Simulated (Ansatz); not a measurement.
C₁₀H₉NS, SMILES c1sc2cc(N)cc(c2c1)C=C. Heavy atoms are numbered as in [CH2:1]=[CH:2][c:3]1[cH:4][c:5]([NH2:6])[cH:7][c:8]2[s:9][cH:10][cH:11][c:12]12.

Method: B3LYP-D3(BJ)/def2-SVP run with Ansatz (a first-principles code).

Bond lengths of the relaxed neutral molecule (Å): C1–C2 1.341, C2–C3 1.472, C3–C4 1.396, C3–C12 1.422, C4–C5 1.414, C5–N6 1.389, C5–C7 1.403, C7–C8 1.396, C8–S9 1.753, C8–C12 1.421, S9–C10 1.750, C10–C11 1.362, C11–C12 1.442.

**Question.** How do the bond lengths change in the relaxed cation? (The exact figures need the calculation; the answer reports its results.)

**Answer.** 
```csv
bond,neutral (Å),cation (Å)
C1–C2,1.341,1.344
C2–C3,1.472,1.464
C3–C4,1.396,1.385
C3–C12,1.422,1.448
C4–C5,1.414,1.422
C5–N6,1.389,1.342
C5–C7,1.403,1.437
C7–C8,1.396,1.375
C8–S9,1.753,1.760
C8–C12,1.421,1.434
S9–C10,1.750,1.718
C10–C11,1.362,1.390
C11–C12,1.442,1.410
```
